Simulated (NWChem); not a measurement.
System: GeSiH₅OCl; SMILES O[SiH2][GeH2][Cl]

Here is an NWChem input.

```
start job
memory heap 200 mb stack 900 mb global 1100 mb
geometry units angstroms noautoz
  O      1.358301     1.906169    -0.320203
  Si    -0.224374     1.807553     0.178046
  Ge    -0.786538    -0.506611    -0.071250
  Cl     1.219604    -1.365531     0.242669
  H      1.861191     1.092260    -0.174364
  H     -1.056988     2.691427    -0.682843
  H     -0.422334     2.186807     1.610303
  H     -1.694322    -1.157312     0.987739
  H     -1.215815    -0.972635    -1.474374
end
basis spherical
  * library def2-svp
end
dft
  xc b3lyp
  iterations 150
  mulliken
end
task dft energy
```

Excerpt of the output:

```
             Northwest Computational Chemistry Package (NWChem) 7.3.0
             --------------------------------------------------------

 C1  symmetry detected

                             Geometry "geometry" -> ""
                             -------------------------

 Output coordinates in angstroms (scale by  1.889725989 to convert to a.u.)

  No.       Tag          Charge          X              Y              Z
 ---- ---------------- ---------- -------------- -------------- --------------
    1 O                    8.0000     1.29062131     1.88064942    -0.35249016
    2 Si                  14.0000    -0.26226253     1.73068620     0.22100801
    3 Ge                  32.0000    -0.78854828    -0.58613850    -0.07711692
    4 Cl                  17.0000     1.24825999    -1.40985125     0.10674125
    5 H                    1.0000     1.81696148     1.07385318    -0.25942527
    6 H                    1.0000    -1.15567773     2.62321642    -0.56690588
    7 H                    1.0000    -0.39482254     2.05881950     1.67329526
    8 H                    1.0000    -1.62762564    -1.29088837     1.00372446
    9 H                    1.0000    -1.27900558    -1.01589950    -1.47173916

 Effective nuclear repulsion energy (a.u.)     445.1173709941

                                 NWChem DFT Module
                                 -----------------

 Summary of "ao basis" -> "ao basis" (spherical)
 ------------------------------------------------------------------------------
       Tag                 Description            Shells   Functions and Types
 ---------------- ------------------------------  ------  ---------------------
 O                          def2-svp                 6       14   3s2p1d
 Si                         def2-svp                 8       18   4s3p1d
 Ge                         def2-svp                12       32   5s4p3d
 Cl                         def2-svp                 8       18   4s3p1d
 H                          def2-svp                 3        5   2s1p

            General Information
            -------------------
          SCF calculation type: DFT
          Wavefunction type:  closed shell.
          No. of atoms     :     9
          No. of electrons :    76
           Alpha electrons :    38
            Beta electrons :    38
          Charge           :     0
          Spin multiplicity:     1
          Use of symmetry is: off; symmetry adaption is: off
          Maximum number of iterations: 150
          AO basis - number of functions:   107
                     number of shells:    49
          Convergence on energy requested:  1.00D-06
          Convergence on density requested:  1.00D-05
          Convergence on gradient requested:  5.00D-04

              XC Information
              --------------
                         B3LYP Method XC Potential
                     Hartree-Fock (Exact) Exchange  0.200
                        Slater Exchange Functional  0.800 local
                    Becke 1988 Exchange Functional  0.720 non-local
              Lee-Yang-Parr Correlation Functional  0.810
                  VWN I RPA Correlation Functional  0.190 local

             Grid Information
             ----------------
          Grid used for XC integration:  medium
          Radial quadrature: Mura-Knowles
          Angular quadrature: Lebedev.
          Tag              B.-S. Rad. Rad. Pts. Rad. Cut. Ang. Pts.
          ---              ---------- --------- --------- ---------
          O                   0.60       49          11.0       434
          Si                  1.10       88          10.0       590
          Ge                  1.25      112          10.0       590
          Cl                  1.00       88          12.0       590
          H                   0.35       45          11.0       434
          Grid pruning is: on
          Number of quadrature shells:   562
          Spatial weights used:  Erf1

      Superposition of Atomic Density Guess
      -------------------------------------

 Sum of atomic energies:       -2900.29310281

      Non-variational initial energy
      ------------------------------

 Total energy =   -2901.367281
 1-e energy   =   -4923.753983
 2-e energy   =    1577.269331
 HOMO         =      -0.296350
 LUMO         =       0.006431

     ---------------------------------------------
      Total Density - Mulliken Population Analysis
     ---------------------------------------------

    Atom       Charge   Shell Charges
 -----------   ------   -------------------------------------------------------
    1 O    8     8.78   1.99  1.10  0.64  3.10  1.94  0.00
    2 Si  14    13.34   2.00  1.99  0.98  0.26  5.94  1.03  0.95  0.19
    3 Ge  32    31.39   2.00  2.00  2.00  1.09  0.23  6.00  5.98  1.08  0.92  8.13  1.81  0.16
    4 Cl  17    17.49   2.00  1.99  1.22  0.73  5.94  2.16  3.42  0.01
    5 H    1     0.66   0.52  0.08  0.06
    6 H    1     1.09   0.70  0.38  0.01
    7 H    1     1.10   0.70  0.39  0.01
    8 H    1     1.08   0.68  0.39  0.01
    9 H    1     1.08   0.68  0.39  0.01

   convergence    iter        energy       DeltaE   RMS-Dens  Diis-err
 ---------------- ----- ----------------- --------- --------- ---------
 d= 0,ls=0.0,diis     1  -2904.4395334253 -3.35D+03  1.45D-02  7.02D-01
 d= 0,ls=0.0,diis     2  -2904.3707464833  6.88D-02  8.58D-03  1.37D+00
 d= 0,ls=0.0,diis     3  -2904.5202514263 -1.50D-01  1.46D-03  5.64D-02
 d= 0,ls=0.0,diis     4  -2904.5246165456 -4.37D-03  6.84D-04  4.39D-03
 d= 0,ls=0.0,diis     5  -2904.5251876419 -5.71D-04  1.88D-04  4.66D-04
  Resetting Diis
 d= 0,ls=0.0,diis     6  -2904.5252429783 -5.53D-05  2.70D-05  2.29D-05
 d= 0,ls=0.0,diis     7  -2904.5252444264 -1.45D-06  1.27D-05  7.48D-07
 d= 0,ls=0.0,diis     8  -2904.5252444174  8.95D-09  6.01D-06  1.12D-06

         Total DFT energy =    -2904.525244417432
      One electron energy =    -4925.025848525384
           Coulomb energy =     1714.201057482358
    Exchange-Corr. energy =     -138.817824368527
 Nuclear repulsion energy =      445.117370994122

 Numeric. integr. density =       75.999972148479

                       DFT Final Molecular Orbital Analysis
                       ------------------------------------

 Vector   36  Occ=2.000000D+00  E=-3.192573D-01
              MO Center=  6.0D-01,  1.3D+00,  4.3D-02, r^2= 4.2D+00
   Bfn.  Coefficient  Atom+Function         Bfn.  Coefficient  Atom+Function
  ----- ------------  ---------------      ----- ------------  ---------------
     6      0.417089  1 O  pz                 9      0.310093  1 O  pz
    76      0.250257  4 Cl py                93     -0.212869  7 H  s
    94     -0.206431  7 H  s                 88      0.199740  6 H  s
    89      0.183911  6 H  s                 73      0.177512  4 Cl py
    77      0.153384  4 Cl pz                24     -0.124266  2 Si pz

 Vector   37  Occ=2.000000D+00  E=-3.090512D-01
              MO Center=  6.7D-01, -1.2D+00,  7.3D-02, r^2= 2.8D+00
   Bfn.  Coefficient  Atom+Function         Bfn.  Coefficient  Atom+Function
  ----- ------------  ---------------      ----- ------------  ---------------
    77      0.558736  4 Cl pz                74      0.411118  4 Cl pz
    71      0.239141  4 Cl pz                98     -0.184184  8 H  s
    99     -0.165993  8 H  s                103      0.154484  9 H  s
   104      0.143382  9 H  s                 76     -0.134051  4 Cl py
    46     -0.122420  3 Ge pz                73     -0.097298  4 Cl py

 Vector   38  Occ=2.000000D+00  E=-2.842776D-01
              MO Center=  2.8D-02,  2.3D-01,  7.7D-02, r^2= 4.5D+00
   Bfn.  Coefficient  Atom+Function         Bfn.  Coefficient  Atom+Function
  ----- ------------  ---------------      ----- ------------  ---------------
    76      0.337616  4 Cl py                45     -0.281941  3 Ge py
    73      0.232566  4 Cl py                23      0.216072  2 Si py
    36     -0.172952  3 Ge s                 94      0.161656  7 H  s
    93      0.155503  7 H  s                 42      0.152255  3 Ge py
    26      0.149836  2 Si py                 5     -0.148239  1 O  py

 Vector   39  Occ=0.000000D+00  E=-3.966267D-02
              MO Center= -5.4D-01,  2.4D-03,  3.1D-02, r^2= 4.5D+00
   Bfn.  Coefficient  Atom+Function         Bfn.  Coefficient  Atom+Function
  ----- ------------  ---------------      ----- ------------  ---------------
    47      0.710833  3 Ge px                75      0.419680  4 Cl px
    25      0.396206  2 Si px                68     -0.374172  4 Cl s
    36      0.329555  3 Ge s                 44      0.280073  3 Ge px
     3     -0.262851  1 O  s                 76     -0.226088  4 Cl py
    48     -0.207716  3 Ge py                72      0.180745  4 Cl px

 Vector   40  Occ=0.000000D+00  E= 8.490083D-03
              MO Center= -5.6D-01,  4.9D-01, -6.8D-02, r^2= 4.9D+00
   Bfn.  Coefficient  Atom+Function         Bfn.  Coefficient  Atom+Function
  ----- ------------  ---------------      ----- ------------  ---------------
   104      0.801482  9 H  s                 49      0.747100  3 Ge pz
    26     -0.585438  2 Si py                37     -0.531608  3 Ge s
    48     -0.526795  3 Ge py                94     -0.499154  7 H  s
    18      0.440705  2 Si s                 27      0.434511  2 Si pz
    99     -0.404810  8 H  s                 25     -0.278778  2 Si px

[...]
```

Level: B3LYP/def2-SVP. The geometry was optimised at PBE0/def2-SVP.
